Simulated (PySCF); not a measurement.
# Radial density of F²⁺ (fluorine, charge +2)

UHF, [He] 2s2 2p3, high-spin 4S determinant. All numbers are calculated (PySCF 2.14, the non-relativistic Hamiltonian (point nucleus), in dyall-acv3z (15s9p4d2f, 76 functions)).

| r (bohr) | 4πr²ρ (e/bohr) | 4πr²(ρα − ρβ) |
| --- | --- | --- |
| 0.00232 | 0.02930 | 0.0000 |
| 0.00390 | 0.08061 | 0.0001 |
| 0.00656 | 0.2174 | 0.0001 |
| 0.0110 | 0.5676 | 0.0004 |
| 0.0186 | 1.403 | 0.0011 |
| 0.0312 | 3.164 | 0.0033 |
| 0.0525 | 6.125 | 0.0125 |
| 0.0883 | 9.198 | 0.0569 |
| 0.149 | 9.147 | 0.2610 |
| 0.250 | 5.253 | 0.9743 |
| 0.420 | 4.008 | 2.4533 |
| 0.707 | 5.482 | 3.2286 |
| 1.19 | 2.825 | 1.5451 |
| 2.00 | 0.2964 | 0.1599 |
| 3.36 | 0.002563 | 0.0014 |
